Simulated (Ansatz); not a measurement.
`[SiH3]C([SiH3])BCl` and `[SiH3]C([SiH3])S` differ in one atom or group.

Ansatz, PBE0-D4/def2-TZVP geometries, multiplicity 1. Each molecule was computed in one conformer, which needn't be the lowest.

```csv
property,`[SiH3]C([SiH3])BCl`
HOMO–LUMO gap (PBE0/def2-TZVPP) / eV,6.97
LUMO energy (PBE0/def2-TZVPP) / eV,-1.49
size of the dipole moment (PBE/def2-TZVPP) / D,1.06
HOMO energy (PBE/def2-TZVPP) / eV,-7.12
HOMO energy (B3LYP/def2-TZVPP) / eV,-8.23
HOMO–LUMO gap (B3LYP/def2-TZVPP) / eV,6.56
```

Give the same properties after the change, and the shifts. (Best estimate.)

Computed: 
```csv
property,`[SiH3]C([SiH3])S`,shift
HOMO–LUMO gap (PBE0/def2-TZVPP) / eV,6.49,-0.48
LUMO energy (PBE0/def2-TZVPP) / eV,-0.33,1.16
size of the dipole moment (PBE/def2-TZVPP) / D,0.54,-0.52
HOMO energy (PBE/def2-TZVPP) / eV,-5.65,1.47
HOMO energy (B3LYP/def2-TZVPP) / eV,-6.60,1.63
HOMO–LUMO gap (B3LYP/def2-TZVPP) / eV,6.06,-0.50
```

With PBE0 the HOMO rises by 1.64 eV and the LUMO rises by 1.16 eV, so the gap narrows by about 0.48 eV. PBE moves the HOMO by 1.47 eV and ωB97M-V by 1.71 eV. Dipoles are sizes alone; their direction can turn.

B3LYP here is the variant with VWN-RPA as its local correlation; programs differ in this.
